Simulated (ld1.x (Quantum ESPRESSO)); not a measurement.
**Ranking TM potentials for sulfur (S)**

All share these settings but for the change named:

```json
{
 "Element": "sulfur",
 "Generator": "ld1.x (Quantum ESPRESSO) 7.5",
 "Type": "norm-conserving Troullier–Martins (Kleinman–Bylander form)",
 "Functional": "PBE",
 "Relativity": "non-relativistic",
 "Frozen core": "[Ne]",
 "Valence charge": "6",
 "Reference configuration": "3s2 3p4",
 "Partial waves": "3p (bound): rc 1.40 bohr; 3d channel at 0.5 Ry: rc 1.20 bohr; 3s (bound): rc 1.35 bohr",
 "Local potential": "the s channel",
 "Core correction": "a·sin(br)/r model core, default radius (core density twice the valence density)"
}
```

Cutoff: the first of the cutoffs (Ry, on a coarse ladder) from which the occupation-weighted sum of valence levels, in a spherical-Bessel basis at the reference potential, stays within 10 and 1 mRy of its value at 400 Ry; the density cutoff is not measured.

The base gives 40 Ry.

Of 8 variants that were run, those that failed, showed a ghost or another fault, or gave nearly equal values are left out.

A variant can come out equal or close to the base.

Task: Rank these variants from softest to hardest (loose cutoff).
A. wave 3p (bound): rc 1.40 bohr becomes 3p (bound): rc 1.96 bohr
B. wave 3p (bound): rc 1.40 bohr becomes 3p (bound): rc 1.22 bohr
C. wave 3p (bound): rc 1.40 bohr becomes 3p (bound): rc 1.04 bohr

Result: A (40 Ry), B (70 Ry), C (120 Ry).
